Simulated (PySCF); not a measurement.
PySCF input (HF/def2-TZVPD):

```python
from pyscf import gto, scf, dft

mol = gto.M(
    atom='''
    C    -1.86884430    0.03601562    0.33033125
    C    -0.69569874    0.36985567   -0.58504411
    C     0.70566719   -0.06624975   -0.03822187
    O     0.78982730   -0.22184777    1.20217390
    O     1.59819167   -0.18371631   -0.90784672
    H    -1.67177969    0.41628899    1.33309649
    H    -1.99435528   -1.04646443    0.42292076
    H    -2.81461701    0.45552195   -0.03589012
    H    -0.82552816   -0.07338051   -1.57635167
    H    -0.64461641    1.45481739   -0.74078449
    ''',
    basis='def2-tzvpd',
    charge=-1,
    spin=0,
    verbose=4,
)

mf = scf.RHF(mol).density_fit(auxbasis='def2-universal-jkfit')
mf.conv_tol = 1e-9
mf.max_cycle = 100
mf.max_memory = 1500
mf.kernel()
if not mf.converged:
    mf = mf.newton()
    mf.kernel(mf.make_rdm1())
mf.analyze()
```

End of the output:

```
Extra cycle  E= -266.383810371458  delta_E= -6.04e-11  |g|= 1.28e-05  |ddm|= 3.79e-05
converged SCF energy = -266.383810371458
**** SCF Summaries ****
Total Energy =                        -266.383810371457514
Nuclear Repulsion Energy =             168.165306405284241
One-electron Energy =                 -706.299331603881456
Two-electron Energy =                  271.750214827139700
Two-electron Coulomb Energy =          305.820542582444943
DFT Exchange-Correlation Energy =      -34.070327755305243
HOMO-LUMO gap [eV] =                    10.374727105391095
**** MO energy ****
MO #1   energy= -20.2869637413205  occ= 2
MO #2   energy= -20.2848228331925  occ= 2
MO #3   energy= -11.1295395006803  occ= 2
MO #4   energy= -11.063232905005   occ= 2
MO #5   energy= -11.0518308207576  occ= 2
MO #6   energy= -1.16497649153139  occ= 2
MO #7   energy= -1.06445360569297  occ= 2
MO #8   energy= -0.86597633225383  occ= 2
MO #9   energy= -0.699892119010336 occ= 2
MO #10  energy= -0.51187824237515  occ= 2
MO #11  energy= -0.453764667688119 occ= 2
MO #12  energy= -0.444064331551065 occ= 2
MO #13  energy= -0.404693571824392 occ= 2
MO #14  energy= -0.374691449425979 occ= 2
MO #15  energy= -0.363334890497817 occ= 2
MO #16  energy= -0.33684369347753  occ= 2
MO #17  energy= -0.31016920735723  occ= 2
MO #18  energy= -0.206154015433835 occ= 2
MO #19  energy= -0.19146095448749  occ= 2
MO #20  energy= -0.190701892763775 occ= 2
MO #21  energy= 0.190562299283106  occ= 0
MO #22  energy= 0.208522901301058  occ= 0
MO #23  energy= 0.217049673068239  occ= 0
MO #24  energy= 0.240530133358103  occ= 0
MO #25  energy= 0.251528582484374  occ= 0
MO #26  energy= 0.266322618205626  occ= 0
MO #27  energy= 0.279709655263169  occ= 0
MO #28  energy= 0.283932856498998  occ= 0
MO #29  energy= 0.291549536122207  occ= 0
MO #30  energy= 0.307360280684468  occ= 0
MO #31  energy= 0.325266930025015  occ= 0
MO #32  energy= 0.328452280444784  occ= 0
MO #33  energy= 0.345571415574742  occ= 0
MO #34  energy= 0.360546779431183  occ= 0
MO #35  energy= 0.374442566163706  occ= 0
MO #36  energy= 0.403085770527481  occ= 0
MO #37  energy= 0.403615192371589  occ= 0
MO #38  energy= 0.427289629641823  occ= 0
MO #39  energy= 0.429611251369002  occ= 0
MO #40  energy= 0.435823426997167  occ= 0
MO #41  energy= 0.44630219782586   occ= 0
MO #42  energy= 0.462751229935259  occ= 0
MO #43  energy= 0.470404328674394  occ= 0
MO #44  energy= 0.477192195495427  occ= 0
MO #45  energy= 0.498205868564404  occ= 0
MO #46  energy= 0.508379290833436  occ= 0
MO #47  energy= 0.52188801413905   occ= 0
MO #48  energy= 0.528535899558218  occ= 0
MO #49  energy= 0.536141977220844  occ= 0
MO #50  energy= 0.540196617519763  occ= 0
MO #51  energy= 0.544448710149824  occ= 0
MO #52  energy= 0.574601099778794  occ= 0
MO #53  energy= 0.578171925835155  occ= 0
MO #54  energy= 0.58720583237448   occ= 0
MO #55  energy= 0.59520930493962   occ= 0
MO #56  energy= 0.596776488172906  occ= 0
MO #57  energy= 0.612279731997516  occ= 0
MO #58  energy= 0.618769345880424  occ= 0
MO #59  energy= 0.632542449686408  occ= 0
MO #60  energy= 0.637347564436326  occ= 0
MO #61  energy= 0.653300546745714  occ= 0
MO #62  energy= 0.663207345860566  occ= 0
MO #63  energy= 0.67300277903024   occ= 0
MO #64  energy= 0.674131459287636  occ= 0
MO #65  energy= 0.688608802521249  occ= 0
MO #66  energy= 0.698592398310523  occ= 0
MO #67  energy= 0.709346324770977  occ= 0
MO #68  energy= 0.727301960371831  occ= 0
MO #69  energy= 0.736285796035101  occ= 0
MO #70  energy= 0.757228865298004  occ= 0
MO #71  energy= 0.789891367954099  occ= 0
MO #72  energy= 0.794211306141044  occ= 0
MO #73  energy= 0.81573313795073   occ= 0
MO #74  energy= 0.845016447164361  occ= 0
MO #75  energy= 0.853573109780672  occ= 0
MO #76  energy= 0.863825942314453  occ= 0
MO #77  energy= 0.878478245617973  occ= 0
MO #78  energy= 0.89194843595272   occ= 0
MO #79  energy= 0.905612519694827  occ= 0
MO #80  energy= 0.930143792597063  occ= 0
MO #81  energy= 0.932682540943036  occ= 0
MO #82  energy= 0.937876909378059  occ= 0
MO #83  energy= 0.949485108509423  occ= 0
MO #84  energy= 0.958757010127958  occ= 0
MO #85  energy= 0.974468463762912  occ= 0
MO #86  energy= 0.995643101759272  occ= 0
MO #87  energy= 1.002878657576     occ= 0
MO #88  energy= 1.01334862139151   occ= 0
MO #89  energy= 1.01995692261816   occ= 0
MO #90  energy= 1.02474695474628   occ= 0
MO #91  energy= 1.04080783885894   occ= 0
MO #92  energy= 1.04860753930332   occ= 0
MO #93  energy= 1.07497010717043   occ= 0
MO #94  energy= 1.08894269743029   occ= 0
MO #95  energy= 1.1240799515706    occ= 0
MO #96  energy= 1.12910787755762   occ= 0
MO #97  energy= 1.15613475806553   occ= 0
MO #98  energy= 1.1911456603403    occ= 0
MO #99  energy= 1.23490265537627   occ= 0
MO #100 energy= 1.26670740739296   occ= 0
MO #101 energy= 1.2812455116855    occ= 0
MO #102 energy= 1.2996368352803    occ= 0
MO #103 energy= 1.32052409466505   occ= 0
MO #104 energy= 1.34070604043551   occ= 0
MO #105 energy= 1.37207993140908   occ= 0
MO #106 energy= 1.38410227030897   occ= 0
MO #107 energy= 1.42041557371613   occ= 0
[...]
```

It need not be the lowest isomer of its formula. Whether it binds its extra electron was not tested at this geometry.
